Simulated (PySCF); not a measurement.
Computed shifts of a molecule CH10Si4, PySCF with PBE/pcSseg-1, GIAO, gas phase, atoms alike by connectivity averaged where their shifts nearly agree, in ppm (number of nuclei): ²⁹Si: -53.5 (1), -61.7 (1), -95.0 (1), -105.5 (1). ¹³C: -3.1 (1). ¹H: 5.35 (1), 5.08 (1), 5.00 (1), 4.21 (1), 4.13 (1), 3.95 (3), 0.83 (1), 0.68 (1). References: ²⁹Si against TMS (σ = 335.4 ppm); ¹³C against TMS (σ = 182.0 ppm); ¹H against TMS (σ = 31.49 ppm), references at their B3LYP-D3(BJ)/def2-TZVP geometries, non-relativistic. Geometry: ωB97X-D3(BJ)/def2-SVP. One conformer was computed; it need not be the lowest.

### Question
Which molecule gave these data?
A) [SiH3][Si@@H]1C[SiH2][SiH2]1
B) [SiH3][SiH]1[SiH2]C[SiH2]1
C) C[SiH]1[SiH2][SiH2][SiH2]1
D) C1[SiH2][SiH2][SiH2][SiH2]1

### Answer
A, [SiH3][Si@@H]1C[SiH2][SiH2]1
